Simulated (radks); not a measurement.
Results of a calculation; reference values are marked as such.
Task: The mean radii <r> (bohr) of the occupied orbitals of an atom or ion are listed with their occupations. Level of theory: Dirac Kohn-Sham, PBEsol, spin-unpolarised, spherical densities, finite nucleus; Fermi nuclear charge, rms radius of each element as measured or else 0.836 A^(1/3) + 0.57 fm (a radial shooting solver on a logarithmic mesh with Libxc functionals).

orbital  occ.      <r>
1s1/2       2  0.01660
2s1/2       2  0.06924
2p1/2       2  0.05690
2p3/2       4  0.06556
3s1/2       2   0.1797
3p1/2       2   0.1699
3p3/2       3   0.1857
3d3/2       4   0.1614
3d5/2       6   0.1662
4s1/2       2   0.3964
4p1/2       2   0.3977
4p3/2       4   0.4314
4d3/2       4   0.4365
4d5/2       6   0.4474
5s1/2       2   0.8876
4f5/2       6   0.4628
4f7/2       8   0.4691
5p1/2       2   0.9511
5p3/2       4    1.043
5d3/2       4    1.338
5d5/2       6    1.386
6s1/2       1    2.288

Name the element and its charge.

Result: Z = 80, mercury, charge +2: Hg2+ in [Ne] 3s2 3p(1/2: 2, 3/2: 3) 3d10 4s2 4p6 4d10 4f14 5s2 5p6 5d10 6s1. The 1s radius gives Z: for a bare nucleus <r> = (2 gamma + 1)/(2Z) with gamma = sqrt(1 - (Z/c)^2), 0.0164 bohr for Z = 80, and screening makes it slightly larger (0.01660 here). The occupations add up to 78, and the charge is Z minus that.
